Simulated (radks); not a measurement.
Values are calculated unless marked as measured or tabulated.
Task: The mean radii <r> (bohr) of the occupied orbitals of an atom or ion are listed with their occupations. Level of theory: scalar-relativistic Kohn-Sham, revPBE, spin-polarised, spherical densities, point nucleus (a radial shooting solver on a logarithmic mesh with Libxc functionals).

| orbital | occ. | <r> |
|---|---|---|
| 1s up | 1 | 0.1201 |
| 1s down | 1 | 0.1197 |
| 2s up | 1 | 0.5685 |
| 2s down | 1 | 0.5787 |
| 2p up | 3 | 0.5162 |
| 3p up | 2 | 1.677 |

Name the element and its charge. Open shells, if any, are filled with parallel spins first.

Result: Z = 13, aluminium, charge +4: Al4+ in [He] 2s2 2p3 3p2. The 1s radius gives Z: for a bare nucleus <r> = (2 gamma + 1)/(2Z) with gamma = sqrt(1 - (Z/c)^2), 0.115 bohr for Z = 13, and screening makes it slightly larger (0.1201 here). The occupations add up to 9, and the charge is Z minus that.
